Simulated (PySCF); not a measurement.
Input for PySCF:
```python
from pyscf import gto, scf, dft

mol = gto.Mole()
mol.atom = '''
    Cl   -0.000000   -0.000000   -1.008426
    Cl    0.000000    0.000000    1.008426
'''
mol.basis = 'sto-3g'
mol.charge = 0
mol.spin = 0
mol.verbose = 3
mol.build()

mf = dft.RKS(mol)
mf.xc = 'b97m_v'
mf.kernel()
```

Question: What does this run give for the HOMO-LUMO gap, number of basis functions, HOMO energy, Mulliken (on the basis functions themselves) charges in atom order, total energy, nuclear repulsion energy?

Answer: 
HOMO-LUMO gap: 3.81 eV
number of basis functions: 18
HOMO energy: -6.31 eV
Mulliken (on the basis functions themselves) charges in atom order: Cl1 0.00, Cl2 0.00
total energy: -910.248424 Ha
nuclear repulsion energy: 75.8272 Eh
